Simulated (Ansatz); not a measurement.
A nudged elastic band was laid between two geometries of GeH4O + H4Si (11 atoms, charge 0, multiplicity 1).

All numbers below come from Ansatz 0.2.0, RKS PBE/def2-SVP.

```json
{"movable images": "7", "climbing image": "yes", "spring": "5.0 eV/Å²", "optimiser": "quadratic models (default)", "start path": "through a guess of the saddle point", "force threshold": "0.05 eV/Å", "iteration limit": "60", "end points": "relaxed"}
```

Initial state:

```xyz
11
Properties=species:S:1:pos:R:3
Ge -0.305 0.736 -0.247
H -0.733 1.148 1.191
H 1.140 1.183 -0.558
H -1.311 1.313 -1.282
O -0.235 -1.068 -0.399
H -1.117 -1.463 -0.266
Si 1.192 -3.029 1.532
H -0.217 -3.485 1.271
H 1.982 -2.970 0.259
H 1.832 -4.037 2.451
H 1.192 -1.700 2.232
```

Final state:

```xyz
11
Properties=species:S:1:pos:R:3
Ge 0.455 -0.442 -0.485
H -0.636 -0.114 3.017
H 1.563 0.096 -1.427
H -0.037 0.710 0.449
O -0.862 -0.919 -1.638
H -1.604 -1.326 -1.153
Si 1.195 -2.350 0.781
H 0.023 -2.999 1.471
H 1.829 -3.362 -0.136
H 2.200 -1.939 1.827
H -0.707 -0.726 3.477
```

Task: Which bonds break or form, and what moves?

Result: Bonds broken: Ge1–H2, Si7–H11. Bonds formed: Ge1–Si7, H2–H11. GeH4O + H4Si becomes GeH6OSi + H2.

Task: Give the energies along the band, and the barrier.

Result: The run converged. The highest image is number 3 of 0 to 8, 220.3 kJ/mol above the first end and 202.5 kJ/mol above the last; the last end lies 17.8 kJ/mol above the first. Neighbouring images differ by up to 2.2 eV, so the band resolves the path poorly. A vibrational analysis at the climbing image gives 2 clearly imaginary modes (803i, 76i cm⁻¹): a point of higher order, so a lower path passes nearby. The orbitals stay closed-shell, which can raise the energy where a bond breaks towards radicals; this wasn't checked here.

```tsv
image	path coordinate (Å)	energy (kJ/mol)	Ge1–H2 (Å)	Si7–H11 (Å)	Ge1–Si7 (Å)
0	0.00	0.0	1.56	1.50	4.42
1	3.56	-0.2	1.54	1.50	4.34
2	7.13	8.7	1.56	1.50	4.27
3	10.69	220.3	1.97	1.92	3.42
4	13.30	66.0	2.79	2.63	2.44
5	15.91	18.0	3.63	3.59	2.41
6	18.51	18.0	3.68	3.78	2.41
7	21.12	18.2	3.70	4.15	2.41
8	23.73	17.8	3.68	3.68	2.41
```

Task: What is the geometry of the highest image?

Result: 
```xyz
11
Properties=species:S:1:pos:R:3
Ge -0.104 0.062 -0.351
H 1.689 -0.556 0.192
H -1.243 1.204 -0.309
H -0.086 -1.148 0.954
O -0.581 -0.860 -1.833
H -1.388 -0.496 -2.242
Si 0.807 -2.306 1.943
H -0.294 -3.328 1.798
H 2.076 -3.127 2.027
H 0.662 -1.569 3.250
H 1.881 -1.248 0.753
```

Run time: 7 min on 2 threads of Intel(R) Xeon(R) Platinum 8488C (Sapphire Rapids), on a shared host, peak memory 0.17 GiB.
